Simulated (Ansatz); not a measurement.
Species: H$_{6}$BClSi$_{2}$, SMILES `[SiH3]B([SiH3])Cl` (charge 0, multiplicity 1).

Q: Give a relaxed geometry from PBE-D3(BJ)/def2-TZVP run with Ansatz (a quantum-chemistry and plane-wave program).

A: the end point of this relaxation (outside a Z-matrix the atoms follow the SMILES, hydrogens last).
Bonds (Å): Si1–B2 2.021, Si1–H5 1.502, Si1–H6 1.498, Si1–H7 1.496, B2–Si3 2.022, B2–Cl4 1.756, Si3–H8 1.496, Si3–H9 1.498, Si3–H10 1.502. Angles (°): B2–Si1–H5 106.6, B2–Si1–H6 110.9, B2–Si1–H7 113.8, H5–Si1–H6 107.2, H5–Si1–H7 108.6, H6–Si1–H7 109.5, Si1–B2–Si3 122.4, Si1–B2–Cl4 119.0, Si3–B2–Cl4 118.6, B2–Si3–H8 113.5, B2–Si3–H9 111.3, B2–Si3–H10 106.5, H8–Si3–H9 109.5, H8–Si3–H10 108.5, H9–Si3–H10 107.3.
